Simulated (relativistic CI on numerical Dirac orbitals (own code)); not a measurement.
## Slater and spin-orbit integrals, Os14+

Method of calculation: Dirac-Coulomb-Breit CI, orbitals from a KLI potential per configuration, a model potential for QED, unscaled Slater integrals (own radial code, finite nucleus).

Slater integrals F^k, G^k are unscaled and averaged over j, outside the closed core [Kr] 4d10; ζ comes from projecting the Hamiltonian with its Breit term on Σ l·s of the shell.

- 4f14 5s 5p: G^1(5s,5p) = 138090, ζ(5p) = 90763 cm⁻¹; <r>(5s) = 0.9206, <r^2>(5s) = 0.9434, <r>(5p) = 1.006, <r^2>(5p) = 1.129 (bohr units).
- 4f13 5s2 5p: ζ(4f) = 6275, F^2(4f,5p) = 80418, G^2(4f,5p) = 30366, G^4(4f,5p) = 26393, ζ(5p) = 93605 cm⁻¹; <r>(4f) = 0.5181, <r^2>(4f) = 0.32, <r>(5p) = 0.9996, <r^2>(5p) = 1.115 (bohr units).
- 4f14 5s 5d: G^2(5s,5d) = 85114, ζ(5d) = 9074.4 cm⁻¹; <r>(5s) = 0.9198, <r^2>(5s) = 0.942, <r>(5d) = 1.154, <r^2>(5d) = 1.493 (bohr units).

In this model ζ of a weakly bound d, f or g electron outside closed shells comes out too small, for d by up to a factor of two or three and at times with the wrong sign; that of an outer p electron is too small as well.

Averages of the first 10 configurations, taken without configuration mixing, which lowers the lowest level and can move excited configurations by several eV; other configurations of the list can lie among them:

| Configuration | Parity | States | Average energy above the lowest level (eV) |
| --- | --- | --- | --- |
| 4f14 5s2 | even | 1 | 1.1 |
| 4f14 5s 5p | odd | 12 | 45.6 |
| 4f13 5s2 5p | even | 84 | 30.9 |
| 4f14 5s 5d | even | 20 | 110.1 |
| 4f13 5s2 5d | odd | 140 | 97.9 |
| 4f14 5s 5f | odd | 28 | 174.0 |
| 4f14 5p 5d | odd | 60 | 157.6 |
| 4f14 5s 5g | even | 36 | 217.9 |
| 4f14 5p2 | even | 15 | 95.0 |
| 4f13 5p3 | even | 280 | 129.9 |
